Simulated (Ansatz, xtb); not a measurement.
Molecule: NbO3, net charge 0, doublet state. The spin state was set by rule; other spins were not relaxed. 
Structure (B3LYP-D3(BJ)/def2-TZVP (Ansatz, a program for electronic structure) minimum search):
```xyz
4

Nb     0.0965     0.1703     0.1047
O      1.3368    -0.5855    -0.8374
O     -0.7345    -1.1464     1.2437
O     -1.0970     0.8592    -0.9430
```
Charge 0, spin multiplicity 2.

Harmonic wavenumbers from GFN2-xTB (xtb, at its own minimum), cm⁻¹: 187, 187, 214, 635, 635, 664.

Question: Give the harmonic wavenumbers at B3LYP-D3(BJ)/def2-TZVP (Ansatz, finite differences of forces, unscaled).

Answer: 166, 198, 308, 591, 900, 969 cm⁻¹. Zero-point energy 4.5 kcal/mol.

Question: From these and the geometry, give the ideal-gas thermochemistry at 298.15 K and 1 atm (rigid rotor, harmonic oscillator).

Answer: Point group Cs, rotational symmetry number 1. Rotational constants 6.705, 5.921, 3.654 GHz. S(trans) 40.74, S(rot) 25.21, S(vib) 6.72, S(elec, spin only) 1.38, S 74.0 cal/(mol K). H(298) - H(0) 3.53 kcal/mol; G - E(el) -14.1 kcal/mol.
